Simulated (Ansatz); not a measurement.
Cost and result for the atomization energy of `[CH3][Al]([CH3])[SeH]` (11 atoms, 10 bonds).

```xyz
11

C    -0.950   -0.575   -1.289
Al    0.347    0.103   -0.001
C    -0.055    0.431    1.877
Se    2.531    0.556   -0.679
H    -0.612   -0.487   -2.323
H    -1.156   -1.634   -1.097
H    -1.905   -0.048   -1.197
H     0.822    0.738    2.450
H    -0.811    1.217    1.978
H    -0.470   -0.465    2.350
H     2.259    0.162   -2.068
```

Total charge 0; spin multiplicity 1. Correlated methods include outer-core shells of Se, which these sets cover unevenly. Scalar relativity is left out up to krypton. All single points use the PBE0-D4/def2-TZVP geometry. It is one conformer, not always the lowest. Program: Ansatz. All runs use 4 threads of a server CPU on a shared host. Times are those of one run each, without the atoms' runs, and a repeat can differ threefold. Electronic energies, without spin–orbit coupling; frozen cores. CCSD(T)/CBS adds CCSD(T) − MP2 in def2-TZVPP to the MP2 limit, and its time is that of the two runs behind it. T1 = 0.009. With those shells the extrapolation isn't a true limit.

CCSD(T)/CBS is a level of theory with its own doubt, some kJ/mol a heavy atom from the limit and from the frozen cores, so smaller differences don't rank the functionals.

```tsv
level	functions	wall time	atomization (kcal/mol)	difference from CCSD(T)/CBS	per bond
revPBE-D4/def2-TZVPP	250	2.2 s	895.0	-14.0	-1.4
BLYP-D4/def2-TZVPP	250	2.5 s	897.7	-11.3	-1.1
PBE-D4/def2-TZVPP (with forces)	250	2.9 s	913.5	4.5	0.5
BHLYP-D4/def2-TZVPP	250	3.6 s	888.6	-20.4	-2.0
CAM-B3LYP-D4/def2-TZVPP	250	4.1 s	907.1	-1.9	-0.2
r2SCAN-D4/def2-TZVPP (with forces)	250	6 s	910.9	1.9	0.2
r2SCANh-D4/def2-TZVPP	250	6.5 s	907.4	-1.6	-0.2
CCSD(T)/def2-SVP	113	7 s	860.9	-48.1	-4.8
B97M-V/def2-TZVPP	250	11 s	910.1	1.1	0.1
ωB97M-V/def2-TZVPP (with forces)	250	13 s	906.8	-2.2	-0.2
MP2/def2-QZVPP	483	27 s	904.8	-4.2	-0.4
CCSD(T)/def2-TZVPP	250	3.2 min	887.4	-21.6	-2.2
CCSD(T)/CBS(def2)	–	3.6 min	909.0	0.0	0.0
```

In def2-TZVPP, CCSD(T) changes the Hartree–Fock value by +203.2 kcal/mol (the triples alone add +10.6 kcal/mol) and MP2 by +208.0 kcal/mol; breaking electron pairs costs correlation energy, which Hartree–Fock lacks. At CCSD(T), def2-SVP lies −48.1 kcal/mol from the extrapolated value and def2-TZVPP −21.6 kcal/mol: correlation converges slowly with the basis, and small sets miss more of it in the bonded molecule than in its fragments. From BLYP to BHLYP (50 % exact exchange), in def2-TZVPP and without D4, the atomization energy moves by −5.4 kcal/mol: exact exchange takes away binding that semilocal exchange gives to molecules.
